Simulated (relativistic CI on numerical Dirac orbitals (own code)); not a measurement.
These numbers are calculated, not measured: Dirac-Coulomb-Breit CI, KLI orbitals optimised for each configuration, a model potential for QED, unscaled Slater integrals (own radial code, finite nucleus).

The strongest absorption lines from the ground level of an ion, among the configurations computed and to levels below about 558 eV (vacuum wavelength in nm, gf): 2.5236 (0.45), 2.5348 (0.2), 2.5375 (0.63), 2.5515 (0.84), 2.5594 (0.23), 5.6232 (0.92), 5.9138 (1.5), 6.2195 (0.96).

Q: Which ion is it?
A. Pd20+
B. Cd24+
C. Cd22+
D. Sn24+

A: C. Cd22+ has 26 electrons and the ground level 3s2 3p6 3d8 3F_4; the strongest line goes to 3s2 3p5 3d9 3F°_3. The pattern of lines fixes the number of electrons, and along that sequence the line energies rise steadily with the charge (about as its square where n changes within one kind of shell, about linearly where n is kept but much faster in heavy ions where fine structure, which grows about as Z⁴, sets the gap, and irregularly where shells cross), which fixes Z. Configurations outside the model, such as inner-shell arrays, can give stronger lines. At this charge energies of transitions that change n are usually good to better than 1 %, and those within a shell (Δn = 0) to a few per cent. Terms inside the open d or f shell come out 10 to 20 % too wide with unscaled integrals.

LS names give the leading component of a level, which can be under half, so a name can repeat, a term be missing and a line seem to break the LS rules.
